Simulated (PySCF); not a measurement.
Sn(H)(F)(Me)2 (C2H7FSn), SMILES [CH3][SnH]([CH3])[F].

Geometry: B3LYP-D3(BJ)/def2-SVP. The structure was generated by enumeration; whether it is a known compound was not checked. The def2 effective core potentials stand for the cores of Sn; spin–orbit coupling is left out.

These are PySCF with TDA-PBE/def2-SVPD values and carry that method's errors.

Vertical excitations. Isolated molecule, no solvent. State labels are in the subgroup Cs.

```
state  symmetry  energy (eV)  λ (nm)      f                                                                  main pairs
-----  --------  -----------  ------  -----  --------------------------------------------------------------------------
S1           A"         6.29     197  0.003                                            HOMO→LUMO 76 %, HOMO→LUMO+1 23 %
S2           A'         6.57     189  0.005                                        HOMO−1→LUMO 77 %, HOMO−1→LUMO+1 22 %
S3           A"         6.70     185  0.129                          HOMO→LUMO+1 61 %, HOMO→LUMO+2 16 %, HOMO→LUMO 15 %
S4           A'         6.85     181  0.023  HOMO−1→LUMO+1 60 %, HOMO→LUMO+3 14 %, HOMO−1→LUMO 12 %, HOMO−1→LUMO+2 10 %
S5           A"         7.15     173  0.012                                                            HOMO→LUMO+2 76 %
S6           A'         7.20     172  0.036                                        HOMO→LUMO+3 76 %, HOMO−1→LUMO+2 15 %
S7           A"         7.39     168  0.132                                                          HOMO−1→LUMO+3 82 %
S8           A'         7.44     167  0.111                                      HOMO−1→LUMO+2 63 %, HOMO−3→LUMO+1 12 %
S9           A"         7.67     162  0.000                                                            HOMO−2→LUMO 97 %
S10          A'         7.78     159  0.001                                                            HOMO−3→LUMO 88 %
T1           A"         5.86     212      0                                                              HOMO→LUMO 88 %
T2           A'         6.02     206      0                                                            HOMO−1→LUMO 85 %
T3           A"         6.15     202      0                                                            HOMO→LUMO+1 87 %
T4           A'         6.32     196      0                                        HOMO−1→LUMO+1 83 %, HOMO−1→LUMO 12 %
```
Triplets are in the Tamm–Dancoff approximation.
